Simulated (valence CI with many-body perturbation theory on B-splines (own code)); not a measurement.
Results of a calculation; reference values are marked as such.
## From CI to CI+MBPT in Cl⁴⁺

Level of theory: configuration interaction combined with many-body perturbation theory (CI+MBPT): three valence electrons over a frozen Dirac-Fock core [Ne], a basis of 11 s, 11 p, 9 d, 7 f, 5 g, 2 h, 1 i functions for each j, with the one-electron correlation potential Σ1 (screened to all orders), the two-electron term Σ2, the three-electron term Σ3, Breit, model QED; selected single and double excitations, second order for the rest, scaled by the run's own slope (own B-spline code, finite nucleus).

No measured levels were compared; by estimate levels hold to about 100 cm⁻¹ or 0.05 % of their energy and the worst to 300 or 400 cm⁻¹, as in measured light ions of charge 2 to 7.

Each rung adds one term. CI alone is the Dirac-Coulomb CI over the frozen core; QED comes last and gives the full result, which names the levels. Energies are above 3s²3p ²P°_1/2 on the same rung, in cm⁻¹.

Names give the largest LS component (configuration and term), which can be under half, so a name can repeat, a term be missing and a line seem to break the LS rules; names also repeat where a configuration has a term twice.

```
         Level  CI alone    Σ1     Σ2    Σ3  Breit   QED    Full
 3s²3p ²P°_3/2      1519   +32   +3.5  +0.5    -65  +3.9    1494
  3s3p² ⁴P_1/2     84506  +190   +835   +36   +3.2   -73   85497
  3s3p² ⁴P_3/2     85054  +201   +836   +36    -20   -72   86036
  3s3p² ⁴P_5/2     85923  +219   +837   +36    -65   -69   86881
  3s3p² ²D_3/2    112686  +321   +282   +20    -53   -60  113195
  3s3p² ²D_5/2    112771  +324   +278   +21    -66   -60  113269
  3s3p² ²S_1/2    147230  +441   -758   -54    -39   -70  146750
  3s3p² ²P_1/2    159929  +476  -2214   -32    -24   -75  158059
  3s3p² ²P_3/2    160918  +496  -2219   -32    -67   -73  159023
  3s²3d ²D_3/2    187184  +668  -1729  -125   -122  -3.7  185872
  3s²3d ²D_5/2    187220  +674  -1728  -126   -136  -3.4  185901
   3p³ ²D°_3/2    221480  +588   +507   +47    -69  -119  222434
   3p³ ²D°_5/2    221631  +591   +507   +46    -83  -119  222574
   3p³ ⁴S°_3/2    234333  +609  -1396   +15    -39  -150  233372
3s3p3d ⁴F°_3/2    246136  +693   +475   -26    -94   -69  247116
3s3p3d ⁴F°_5/2    246452  +701   +474   -26   -115   -68  247418
3s3p3d ⁴F°_7/2    246899  +713   +472   -26   -144   -66  247848
3s3p3d ⁴F°_9/2    247484  +728   +470   -25   -177   -65  248415
   3p³ ²P°_3/2    253138  +716   -669   -27    -70  -126  252962
```

The middle columns are the shifts that each term adds.

Task: How does the ionisation energy move along the ladder, and which term matters most?

Result: CI alone 67.548, + Σ1 67.924, + Σ2 67.769, + Σ3 67.753, + Breit 67.737, + QED 67.740 eV. The largest step is Σ1, 0.377 eV. NIST lists 67.68 ± 0.1 eV (semi-empirical).
